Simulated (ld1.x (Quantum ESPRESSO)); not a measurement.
Reading a pseudo-wave (palladium (Pd))

Columns: radius, all-electron u(r) and pseudo u(r) of the 5s shell (level -20.25 eV) of palladium in the configuration [Kr] 4d8 5s0 5p0; PBE, scalar-relativistic, PAW scheme, ld1.x (Quantum ESPRESSO) 7.5.

```csv
r (bohr),all-electron,pseudo
0.130,-0.0899,0.0656
0.260,0.2169,0.1307
0.390,0.0969,0.1948
0.520,-0.1629,0.2575
0.650,-0.3239,0.3182
0.780,-0.3441,0.3764
0.910,-0.2586,0.4317
1.040,-0.1158,0.4835
1.170,0.0465,0.5314
1.300,0.2043,0.5748
1.430,0.3447,0.6134
1.560,0.4620,0.6467
1.690,0.5547,0.6742
1.820,0.6239,0.6958
1.950,0.6717,0.7110
2.080,0.7010,0.7197
2.210,0.7144,0.7216
2.340,0.7149,0.7168
2.470,0.7050,0.7051
2.600,0.6868,0.6868
2.730,0.6624,0.6624
2.860,0.6333,0.6333
2.990,0.6010,0.6010
3.120,0.5665,0.5665
3.250,0.5309,0.5309
3.380,0.4949,0.4949
```

(1) How many radial nodes do the two functions have?

(2) At about which radius was the pseudo-wave matched?

(3) Where does each function peak?

(4) Is the pseudo-wave norm-conserving?

Results:

(1) The all-electron 5s function has n − l − 1 = 4 (the table is too coarse to show those close to the nucleus); the pseudo-wave has 0, since the states of the same l below it are removed with the core.

(2) 2.55 bohr, where the columns begin to agree (steps of 0.13 bohr).

(3) Outermost all-electron maximum near 2.34 bohr, pseudo maximum near 2.21 bohr (to the table’s step).

(4) No, it belongs to a PAW set: the norm inside the radius is not constrained, and the difference is carried by the augmentation charge.
